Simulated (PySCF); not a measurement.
`C#C[C@@H]1N[C@@H]1CCC`, C7H11N

Geometry:
```json
{"atom": "C1", "x (Å)": "2.857", "y (Å)": "-1.610", "z (Å)": "-1.285"}
{"atom": "C2", "x (Å)": "2.533", "y (Å)": "-0.570", "z (Å)": "-0.783"}
{"atom": "C3", "x (Å)": "2.136", "y (Å)": "0.635", "z (Å)": "-0.124"}
{"atom": "N4", "x (Å)": "1.581", "y (Å)": "0.593", "z (Å)": "1.223"}
{"atom": "C5", "x (Å)": "0.694", "y (Å)": "0.917", "z (Å)": "0.132"}
{"atom": "C6", "x (Å)": "-0.385", "y (Å)": "-0.042", "z (Å)": "-0.310"}
{"atom": "C7", "x (Å)": "-1.615", "y (Å)": "0.051", "z (Å)": "0.594"}
{"atom": "C8", "x (Å)": "-2.704", "y (Å)": "-0.926", "z (Å)": "0.168"}
{"atom": "H9", "x (Å)": "3.155", "y (Å)": "-2.501", "z (Å)": "-1.749"}
{"atom": "H10", "x (Å)": "2.799", "y (Å)": "1.477", "z (Å)": "-0.298"}
{"atom": "H11", "x (Å)": "1.459", "y (Å)": "-0.354", "z (Å)": "1.573"}
{"atom": "H12", "x (Å)": "0.396", "y (Å)": "1.962", "z (Å)": "0.122"}
{"atom": "H13", "x (Å)": "0.006", "y (Å)": "-1.063", "z (Å)": "-0.296"}
{"atom": "H14", "x (Å)": "-0.669", "y (Å)": "0.188", "z (Å)": "-1.341"}
{"atom": "H15", "x (Å)": "-2.005", "y (Å)": "1.071", "z (Å)": "0.562"}
{"atom": "H16", "x (Å)": "-1.319", "y (Å)": "-0.157", "z (Å)": "1.624"}
{"atom": "H17", "x (Å)": "-3.570", "y (Å)": "-0.840", "z (Å)": "0.820"}
{"atom": "H18", "x (Å)": "-2.339", "y (Å)": "-1.950", "z (Å)": "0.214"}
{"atom": "H19", "x (Å)": "-3.021", "y (Å)": "-0.722", "z (Å)": "-0.852"}
```

The calculation used TDDFT B3LYP/def2-SVPD circular dichroism and optical rotation, one conformer, gas phase (PySCF). Geometry: GFN2-xTB.

The molecule is flexible and this is one conformer; a measurement averages over conformers. States above about 6.7 eV (minus the energy of the highest occupied orbital) lie near or above the ionisation threshold and depend on the basis.

Stereocentres: C3 S, C5 R.

Give the optical rotatory dispersion at 633, 589.3, 546, 436, 405, 365, 355 nm.

[α] in deg dm⁻¹ (g/mL)⁻¹:
```tsv
λ (nm)	origin-invariant length gauge	modified velocity gauge	length gauge (centre of mass)	isotropic polarisability (au)
633	-20.0	-11.9	-20.1	91.3
589.3	-24.9	-15.5	-25.0	91.6
546	-31.7	-20.6	-31.8	92.1
436	-69.4	-51.6	-69.9	94.0
405	-92.3	-71.6	-93.2	94.9
365	-142.5	-116.7	-143.9	96.4
355	-161.1	-133.8	-162.8	96.9
```

And for the mirror image at 589.3 nm?

+24.9 deg dm⁻¹ (g/mL)⁻¹ (origin-invariant length gauge): the same size and the opposite sign.

What is the molar rotation [Φ] = [α]·M/100 of the geometry above at 589.3 nm?

With M = 109.17 g/mol, -27.2 deg cm² dmol⁻¹ (origin-invariant length gauge).

The first excitation lies at 5.92 eV (209 nm) with R = +19.6 × 10⁻⁴⁰ esu² cm² (velocity form).
